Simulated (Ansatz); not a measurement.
**A ladder of methods for SiH4O4 (orthosilicic acid)**

The species is SiH4O4 (9 atoms), meant as a singlet with charge 0. As SMILES, `O[Si](O)(O)O`. The coordinates come from a PBE0-D4/def2-TZVP relaxation. This is one conformer, not always the lowest.

Quantity: the electronic atomisation energy, in eV. The values are calculated. Electronic energies at fixed atoms, without zero-point motion or spin-orbit coupling.

```tsv
level	kind	program	value (eV)	CPU time (all runs)
SVWN5/def2-SVP	LDA	Ansatz	44.27	2.8 s
BLYP/def2-SVP	GGA	Ansatz	37.52	4.2 s
revPBE/def2-SVP	GGA	Ansatz	36.73	4.2 s
r2SCAN0/def2-SVP	hybrid meta-GGA	Ansatz	36.93	8.8 s
HSE06/def2-SVP	range-separated hybrid	Ansatz	37.29	5.7 s
wB97M-V/def2-SVP	range-separated hybrid	Ansatz	38.51	35 s
RPA@PBE/def2-SVP	RPA	Ansatz	33.56	7.5 s
CCSD/def2-SVP	coupled cluster or CI	Ansatz	35.03	13 s
```

The values span 33.56 to 44.27 eV. CPU times are rough (shared hosts, several kinds of processor): they show what a rung costs within a factor of a few.
